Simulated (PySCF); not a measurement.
Removing the step error of a finite difference

System: C₃H₈BClO₂ (SMILES CC(C)OB(O)Cl), singlet, geometry from GFN2-xTB, atoms displaced at random by about 0.08 Å a coordinate. Level: HF/STO-3G, gradient run with PySCF. Sums are taken with unrounded values, so a last digit can differ.

Central differences of the energy along x of atom 15 gave a gradient component of 0.018814 Eh/bohr at step 0.05 and 0.018228 Eh/bohr at step 0.2 (atomic units).

### Question
Extrapolate to zero step.

### Answer
The leading error of a symmetric difference goes as h², so A(h) = A0 + c h². Then c = (0.018228 - (0.018814))/(0.2² - 0.05²) = -0.0156 (atomic units) and A0 = 0.018814 - c × 0.05² = 0.018853 Eh/bohr. The analytic value from the same program and level is 0.018854 Eh/bohr: the smaller step missed it by -0.000040, the extrapolation by -0.000001.
